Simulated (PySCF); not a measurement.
C₆ coefficients of unlike pairs at UHF

Calculated with PySCF 2.14 from the dipole response of each species, C₆(A,B) = (3/π) ∫ α_A(iu) α_B(iu) du, in atomic units, from isotropic polarisabilities. For ions this is the dispersion term alone; charge-induced terms of lower order in 1/R come first.

```tsv
species	configuration	basis	relativity	α (bohr³)	C₆ (like pair)
O²⁺	[He] 2s2 2p2 (3P)	aug-cc-pVQZ (6s5p4d3f2g)	none	1.803	2.358
I	[Kr] 4d10 5s2 5p5 (2P)	x2c-TZVPPall with one added diffuse shell each of s, p, d, f type (9s7p5d3f)	spin-free X2C	31.18	336.3
Sb⁻	[Kr] 4d10 5s2 5p4 (3P)	aug-cc-pVQZ-PP with one added diffuse shell each of s, p, d, f, g type with ECP28MDF (8s8p6d4f3g)	core potential	163.9	2408
Bi²⁺	[Xe] 4f14 5d10 6s2 6p1 (2P)	aug-cc-pVQZ-PP with ECP60MDF (7s7p5d3f2g)	core potential	16.98	124.8
```

Problem. Estimate C₆ for Sb⁻ with I.

Solution. The integral gives 799.6. The combination rule 2 C_A C_B / (C_A α_B/α_A + C_B α_A/α_B) gives 727.6 and the geometric mean 899.9.

No spin-orbit coupling is included.

The other pairs:

```tsv
pair	C₆
Bi²⁺, Sb⁻	462.1
Sb⁻, O²⁺	55.20
Bi²⁺, I	203.1
Bi²⁺, O²⁺	16.72
I, O²⁺	26.42
```
